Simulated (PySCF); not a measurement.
Excitation energy of N+ by level of theory

N+ [He] 2s2 2p2 (3P) → N+ [He] 2s1 2p3 (5S), as a difference of total energies. All numbers are calculated (PySCF 2.14, the non-relativistic Hamiltonian (point nucleus), in dyall-av2z). Correlated levels: valence: 1s2 frozen; virtual orbitals above 40 to 60 times the deepest correlated orbital energy dropped. The calculations carry no spin-orbit coupling.

Order these methods by the excitation energy they give, lowest first.
A. CAM-B3LYP
B. HSE06
C. r2SCAN
D. SCS-MP2 (valence)

C (5.035 eV), D (5.576 eV), B (5.625 eV), A (6.413 eV).

Errors of the correlated levels include the incompleteness of this basis and the frozen core.

For comparison: 5.790 eV (measured; NIST levels, between the centres of gravity of the two terms).
